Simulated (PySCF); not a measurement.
## Excitation energy of Si by level of theory

Si [Ne] 3s2 3p2 (3P) → Si [Ne] 3s1 3p3 (5S), as a difference of total energies. All numbers are calculated (PySCF 2.14, the spin-free X2C one-electron Hamiltonian (Gaussian nucleus), in aug-cc-pCVQZ-DK). Correlated levels: valence: [Ne] frozen; valence and next inner shell: 1s2 frozen; nothing frozen. The calculations carry no spin-orbit coupling.

```tsv
method	excitation energy (eV)
UHF	2.654
LDA	4.342
PBE	4.256
PBE0	4.081
r2SCAN	3.648
M06	4.460
TPSS	4.229
r2SCAN0	3.700
MP2 (valence)	3.684
SCS-MP2 (valence)	4.181
MP2 (valence and next inner shell)	3.852
SCS-MP2 (valence and next inner shell)	4.305
MP2 (all electrons)	3.847
SCS-MP2 (all electrons)	4.302
```

Q: How much does correlation contribute at MP2 (all electrons)?

A: 3.847 − (2.654) = 1.193 eV, measured against UHF.

A first-order spin-orbit estimate (lowest level to lowest level, LS coupling) adds 0.016 eV.
